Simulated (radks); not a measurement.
Problem. Radial electron density D(r) = 4 pi r^2 rho(r) of an atom or ion with 66 electrons. All-electron calculation, Dirac Kohn-Sham, LDA (Slater exchange, VWN5 correlation), spin-unpolarised, spherical densities, point nucleus. Program: a radial shooting solver on a logarithmic mesh with Libxc functionals.

r (bohr),D(r) (e/bohr)
0.001441,9.599
0.001802,13.48
0.002237,18.49
0.002798,25.26
0.003501,33.87
0.00438,44.35
0.00548,56.36
0.006855,69.07
0.008577,80.96
0.01073,89.97
0.01342,94.12
0.01679,92.65
0.02084,87.60
0.02608,83.39
0.03262,86.29
0.04081,98.78
0.05106,114.8
0.06388,121.7
0.07992,112.0
0.09999,96.32
0.1251,94.43
0.1565,106.4
0.1942,105.8
0.243,79.30
0.304,53.31
0.3803,52.98
0.4758,59.88
0.5953,49.98
0.7447,31.23
0.9317,18.96
1.166,13.34
1.458,8.945
1.81,4.809
2.264,1.831
2.833,0.4835
3.544,0.08660
4.434,0.01072

What is the nuclear charge?

Solution. Z = 68. The innermost maximum, from 1s, lies near gamma/Z bohr with gamma = sqrt(1 - (Z/c)^2) = 0.868, here 0.0128 bohr (found: 0.0141), and its height grows with Z. The density is that of the erbium ion Er2+ in [Xe] 4f12; the configuration itself is not fixed sharply by these data, and Z only to a few units. D(r) has 4 maxima, at r = 0.0141, 0.0629, 0.175, 0.476 bohr, and minima at 0.0274, 0.115, 0.337 bohr, inside which lie 2.02, 11.19, 29.59 electrons.
